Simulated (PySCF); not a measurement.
Compound: C3H9NOSi2.
Z-matrix (Å and degrees, GFN2-xTB geometry), rows numbered from 1:
```
O 
Si  1  1.6256
C   2  1.9016  1  118.71
C   3  1.5017  2  102.70  1  -120.73
C   4  1.3266  3  115.95  2     1.48
N   5  1.3944  4  118.44  3     0.70
Si  6  1.7306  2  126.33  1   -57.91
H   1  0.9546  2  121.44  3    54.39
H   2  1.4540  1  101.33  3   131.66
H   3  1.0927  2  113.89  1    -1.08
H   3  1.0904  2  113.19  1   120.32
H   4  1.0768  3  120.88  2  -178.95
H   5  1.0781  4  124.57  3   179.70
H   7  1.4651  6  107.80  2    53.03
H   7  1.4635  6  106.41  2   172.04
H   7  1.4666  6  110.23  2   -67.45
```

Definitions: NICS(0) = −σiso at the ring centroid; NICS(1) = −σiso and NICS(1)zz = −σzz at ±1 Å along the ring normal z. Level: GIAO PBE0/pcSseg-1 (PySCF, non-relativistic, gas phase) on the GFN2-xTB geometry, one conformer.

Ring bond lengths (Å), with Mayer bond orders in brackets: Si2–C3 1.902 (0.88), C3–C4 1.502 (1.03), C4–C5 1.327 (1.84), C5–N6 1.394 (1.01), N6–Si2 1.754 (0.86).

Question: What do the NICS probes read (ppm)?

Answer: 
```
           ring                                                            type  NICS(0)  NICS(1), two faces  NICS(1)zz, two faces  rms pucker (Å)  centre to ring atoms, mean (Å)
Si2–C3–C4–C5–N6  5-membered ring with N and Si; formal bonds 1 double, 4 single     -2.7         -1.8 / -2.6           -0.2 / -2.1            0.01                            1.33
```

Question: What can be read from them?

Answer: 
- Si2–C3–C4–C5–N6: mean NICS(1)zz -1.1 ppm, near zero. Si2, C3 have four or more neighbours, and the NICS criterion for π rings isn't applied.

Question: At the first NICS(1) probe listed for ring Si2–C3–C4–C5–N6, 1 Å off the ring, what do the in-plane components average?

Answer: The isotropic value is a third of the trace: (3 × -1.8 − (-0.2))/2 = -2.6 ppm.
